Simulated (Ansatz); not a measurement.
Input (CCSDT(Q)/cc-pVDZ; Ansatz, a program for electronic structure):

Ansatz 0.2 input:
```yaml
crystal:
  periodic: [false, false, false]
  atoms:
    - {symbol: Ga, position_ang: [-0.00000000, -0.00000000, -0.35303556]}
    - {symbol: O, position_ang: [0.00000000, 0.00000000, 1.36801278]}
basis:
  gaussian:
    orbitals: cc-pVDZ
magnetization: {spin_polarized: true, initial_magnetization: 1}
correlation: {method: ccsdt_q, electrons: outside_noble_gas}
```

Output:

```
mean field evaluation 480: about -54366.7539 eV, gradient 2.3e-1 eV
mean field evaluation 512: about -54363.3980 eV, gradient 1.9e1 eV
mean field evaluation 544: about -54365.5375 eV, gradient 2.9e0 eV
mean field evaluation 576: about -54369.1134 eV, gradient 1.6e0 eV
mean field evaluation 608: about -54369.6660 eV, gradient 2.9e-3 eV
mean field evaluation 640: about -54368.2094 eV, gradient 3.8e-1 eV
mean field evaluation 672: about -54368.2221 eV, gradient 1.4e-1 eV
mean field evaluation 704: about -54368.2260 eV, gradient 6.6e-2 eV
mean field evaluation 736: about -54368.2276 eV, gradient 5.4e-2 eV
mean field evaluation 768: about -54368.2300 eV, gradient 9.2e-2 eV
mean field evaluation 800: about -54368.2353 eV, gradient 1.9e-1 eV
mean field evaluation 832: about -54368.2252 eV, gradient 7.8e-2 eV
mean field evaluation 864: about -54365.6898 eV, gradient 2.1e-4 eV
mean field evaluation 896: about -54365.7116 eV, gradient 7.7e-2 eV
mean field evaluation 928: about -54365.4515 eV, gradient 2.6e-4 eV
mean field evaluation 960: about -54363.3328 eV, gradient 2.2e-1 eV
mean field evaluation 992: about -54363.4391 eV, gradient 1.9e-2 eV
mean field evaluation 1024: about -54363.5523 eV, gradient 1.4e0 eV
mean field evaluation 1056: about -54363.3445 eV, gradient 8.9e-3 eV
mean field evaluation 1088: about -54369.6659 eV, gradient 4.5e-2 eV
mean field evaluation 1120: about -54368.2181 eV, gradient 2.3e-1 eV
mean field evaluation 1152: about -54368.2235 eV, gradient 1.1e-1 eV
mean field evaluation 1184: about -54368.2279 eV, gradient 6.4e-2 eV
mean field evaluation 1216: about -54365.8191 eV, gradient 4.1e-2 eV
mean field evaluation 1248: about -54365.4502 eV, gradient 1.9e-1 eV
mean field evaluation 1280: about -54369.6122 eV, gradient 1.5e0 eV
mean field evaluation 1312: about -54368.2280 eV, gradient 6.5e-2 eV
mean field evaluation 1344: about -54368.2307 eV, gradient 1.5e-1 eV
mean field -54369.66638263 eV, -1998.0483864783 hartree, gradient 3.8e-6 eV, S^2 0.775697; 20 other end points of the search recorded, 0 dependent functions left out
determinant -54369.66638263 eV, -1998.0483864783 hartree, with singles and doubles -54375.23995525 eV, -1998.2532114939 hartree
determinant -54369.66600777 eV, -1998.0483727023 hartree, with singles and doubles -54375.23458234 eV, -1998.2530140433 hartree
determinant -54369.33107060 eV, -1998.0360639884 hartree, with singles and doubles -54375.61070391 eV, -1998.2668362559 hartree
determinant -54366.76436614 eV, -1997.9417393391 hartree, with singles and doubles -54371.58938420 eV, -1998.1190554824 hartree
determinant -54369.66638263 eV, -1998.0483864783 hartree, with singles and doubles -54375.23479956 eV, -1998.2530220259 hartree
determinant -54369.66600777 eV, -1998.0483727023 hartree, with singles and doubles -54375.23605843 eV, -1998.2530682887 hartree
determinant -54369.33107060 eV, -1998.0360639884 hartree, with singles and doubles -54375.63253731 eV, -1998.2676386188 hartree
15 core orbitals not correlated, not the lowest: weight in the atoms' cores, before any rotation towards them, 0.654 or more for the frozen orbitals, at most 0.340 for the correlated occupied ones
reference -54369.33107060 eV, -1998.0360639884 hartree; 5, 4 occupied and 21, 22 virtual orbitals, 753 factors
second order -5.50207002 eV of doubles, -0.00000000 eV of singles
coupled cluster: 0.16 GiB planned
cycle   1  -5.65442489 eV  change   -1.5e-1 eV  update   1.3e-1
cycle   2  -6.01475864 eV  change   -3.6e-1 eV  update   7.7e-2
cycle   3  -6.34737674 eV  change   -3.3e-1 eV  update   5.7e-2
cycle   4  -6.43341220 eV  change   -8.6e-2 eV  update   3.8e-2
cycle   5  -6.51588738 eV  change   -8.2e-2 eV  update   2.9e-2
cycle   6  -6.57766762 eV  change   -6.2e-2 eV  update   1.7e-2
cycle   7  -6.60513870 eV  change   -2.7e-2 eV  update   8.5e-3
cycle   8  -6.59750242 eV  change    7.6e-3 eV  update   3.7e-3
cycle   9  -6.60257779 eV  change   -5.1e-3 eV  update   2.4e-3
cycle  10  -6.60583037 eV  change   -3.3e-3 eV  update   1.3e-3
cycle  11  -6.60503569 eV  change    7.9e-4 eV  update   7.1e-4
cycle  12  -6.60561303 eV  change   -5.8e-4 eV  update   3.4e-4
cycle  13  -6.60559530 eV  change    1.8e-5 eV  update   2.0e-4
cycle  14  -6.60558935 eV  change    6.0e-6 eV  update   1.2e-4
cycle  15  -6.60562015 eV  change   -3.1e-5 eV  update   7.5e-5
cycle  16  -6.60571765 eV  change   -9.8e-5 eV  update   5.7e-5
cycle  17  -6.60573202 eV  change   -1.4e-5 eV  update   3.4e-5
cycle  18  -6.60573153 eV  change    4.9e-7 eV  update   2.1e-5
cycle  19  -6.60572164 eV  change    9.9e-6 eV  update   1.4e-5
cycle  20  -6.60570117 eV  change    2.0e-5 eV  update   5.9e-6
cycle  21  -6.60569599 eV  change    5.2e-6 eV  update   2.9e-6
cycle  22  -6.60569382 eV  change    2.2e-6 eV  update   1.6e-6
cycle  23  -6.60569300 eV  change    8.1e-7 eV  update   9.5e-7
cycle  24  -6.60569367 eV  change   -6.7e-7 eV  update   5.4e-7
cycle  25  -6.60569425 eV  change   -5.8e-7 eV  update   3.3e-7
cycle  26  -6.60569484 eV  change   -5.9e-7 eV  update   2.2e-7
cycle  27  -6.60569531 eV  change   -4.7e-7 eV  update   1.3e-7
coupled cluster: 0.16 GiB planned
perturbative correction -0.05917482 eV, -0.0021746345 hartree
Total energy: -54375.99594074 eV, -1998.2809934482 hartree
```

The determinant is spin-contaminated: <S^2> is 0.80, 0.05 over the pure value. The run finds its determinant to be a saddle point of the SCF energy.
